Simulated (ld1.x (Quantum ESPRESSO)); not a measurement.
**Sm (Z = 62): excitation energies, all-electron against TM**

samarium (Sm), norm-conserving Troullier–Martins (Kleinman–Bylander form), made with ld1.x (Quantum ESPRESSO) 7.5 (BLYP, fully relativistic). Core [Kr] 4d10 4f5, reference 5s2 5p6 5d1 6s1.75 6p0.25. Waves: 5s (bound): rc 2.25 bohr; 5p (bound): rc 2.25 bohr; 5d (bound): rc 2.55 bohr. Local part: all-electron potential smoothed inside 1.90 bohr (lloc = -1). Core correction: a·sin(br)/r model core inside 1.50 bohr.

Open shells are filled in proportion to 2j + 1 (rel_dist='average').

Occupied shells without a wave of their own: 6p, 6s. They enter only through the test configuration that unscreens the potential, and ld1.x also counts them in the model core charge.

Energies are relative to the spin-unpolarised reference configuration 5s2 5p6 5d1 6s1.75 6p0.25; without spin polarisation the order of configurations can differ from experiment.

ld1.x takes every shell without a wave as core, so the model core holds the 6p, 6s electrons as well and exchange and correlation see them twice. This cancels in the reference configuration, but the file is broken for other ones, and its errors say nothing about a proper core correction.

```json
{"valence configuration": "5s2 5p6 5d1 6s2 6p0", "charge": "0", "ΔE all-electron (eV)": "-0.667", "error AE − PS (meV)": "+148"}
{"valence configuration": "5s2 5p6 5d1 6s1 6p0", "charge": "+1", "ΔE all-electron (eV)": "5.709", "error AE − PS (meV)": "-741"}
{"valence configuration": "5s2 5p6 5d1 6s0 6p0", "charge": "+2", "ΔE all-electron (eV)": "17.573", "error AE − PS (meV)": "-2447"}
{"valence configuration": "5s2 5p6 5d0 6s2 6p1", "charge": "0", "ΔE all-electron (eV)": "1.360", "error AE − PS (meV)": "+233"}
{"valence configuration": "5s2 5p6 5d1 6s0 6p1", "charge": "+1", "ΔE all-electron (eV)": "9.149", "error AE − PS (meV)": "-1714"}
{"valence configuration": "5s2 5p6 5d1 6s1.5 6p0", "charge": "+0.5", "ΔE all-electron (eV)": "1.874", "error AE − PS (meV)": "-214"}
{"valence configuration": "5s2 5p6 5d2 6s0 6p0", "charge": "+1", "ΔE all-electron (eV)": "6.591", "error AE − PS (meV)": "-1479"}
```

These tests converged, but a pseudo level misses the all-electron one widely, so the file describes the atom poorly there or has found another state: 5s2 5p6 5d1 6s0 6p0: empty 6s by 2.3 eV. ld1.x printed “convergence not achieved” for 7 of the counted tests; their residual had stalled under 1e-8, short of the target of 1e-14.

The potential misses its own reference levels by up to 0.6 eV.
